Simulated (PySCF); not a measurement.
A structure optimised at PBE0-D3(BJ)/def2-SVP, used in a PySCF frequency run:

```xyz
10

Cl     1.4984    -0.1124     1.6725
Si     0.2951     0.0153     0.0000
Cl     1.4984    -0.1124    -1.6725
C     -0.9235     1.4969     0.0000
O     -2.1561     0.7677     0.0000
Si    -1.8465    -0.9014     0.0000
H     -0.8489     2.1389    -0.8942
H     -0.8489     2.1389     0.8942
H     -2.3700    -1.5877     1.2167
H     -2.3700    -1.5877    -1.2167
```

Write its SMILES, formula and point group.

Cl[Si]1(Cl)CO[SiH2]1, CH₄Cl₂OSi₂, Cs

What are its rotational constants (standard atomic weights)?

1.8231, 1.1796, 0.90723 GHz
